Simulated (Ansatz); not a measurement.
Stepwise reaction of `CB(C)F` with methanol, as a gas-phase model of exchange steps in deposition or etching. ΔE in kJ/mol.

Calculated with Ansatz (gas phase, PBE0-D4/def2-TZVP geometries, no zero-point term in ΔE). CBS: MP2 limit from def2 TZ/QZ plus the TZ coupled-cluster correction, frozen cores. This one scheme is used for every species. Functionals use def2-TZVPP. B3LYP here is the variant with VWN-RPA as its local correlation; programs differ in this. One conformer a species, not always the lowest.

```csv
step,reaction,PBE-D4,B3LYP-D4,ωB97M-V,CCSD(T)/CBS
1,`CB(C)F` + CH₃OH → `COB(C)F` + CH₄,-135.9,-143.8,-140.4,-139.9
```

Problem. Give the row of step 2, `COB(C)F` + CH₃OH → `COB(F)OC` + CH₄. (An estimate is asked.)

Solution. Computed: 
| step | reaction | PBE-D4 | B3LYP-D4 | ωB97M-V | CCSD(T)/CBS |
| --- | --- | --- | --- | --- | --- |
| 2 | `COB(C)F` + CH₃OH → `COB(F)OC` + CH₄ | -120.5 | -131.6 | -127.6 | -126.8 |

Problem. By hand: ΔE of the 2 steps together at CCSD(T)/CBS.

Solution. (-139.9) + (-126.8) = -266.7 kJ/mol, or -133.3 kJ/mol a step.

In ΔE each step is higher than the one before. All are downhill at CCSD(T)/CBS. PBE-D4 differs from CCSD(T)/CBS by 4.0 to 6.3 kJ/mol a step. Isolated molecules leave out the surface, adducts and barriers. Largest T1 diagnostic: 0.012.
